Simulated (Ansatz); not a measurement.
Reaction (cleavage of the Si–Si bond): `OC[SiH](O)[SiH3]` + `[OH][Ga]([OH])[SH]` → `[OH][Ga]([SH])[O][SiH3]` + `OC[SiH2]O`

Gas-phase electronic energies from Ansatz, PBE0-D4/def2-TZVP geometries. CBS: MP2 limit from def2 TZ/QZ plus the TZ coupled-cluster correction, frozen cores. DFT in def2-TZVPP. For Ga outer-core shells are correlated without core-valence functions, which leaves a few kJ/mol of doubt a bond. Scalar relativity is left out up to krypton. Each species was taken in one conformer, which may not be the lowest.

CCSD(T)/CBS gives -25.2 kcal/mol.

(1) Another level gave -26.2 kcal/mol. Which?
A. HF/def2-TZVPP
B. PBE0/def2-TZVPP
C. SCS-MP2/def2-TZVPP
D. B2PLYP/def2-TZVPP

Largest T1 diagnostic among the species: 0.014.

## Answers

(1) D. B2PLYP -26.2, SCS-MP2/def2-TZVPP -28.5, PBE0 -20.8, HF/def2-TZVPP -32.5 kcal/mol.

In def2-TZVPP, CCSD(T) changes the Hartree–Fock value by +7.0 kcal/mol (the triples alone add +1.0 kcal/mol) and MP2 by +5.2 kcal/mol. From PBE to PBE0 (25 % exact exchange), in def2-TZVPP and without D4, ΔE moves by −2.7 kcal/mol.
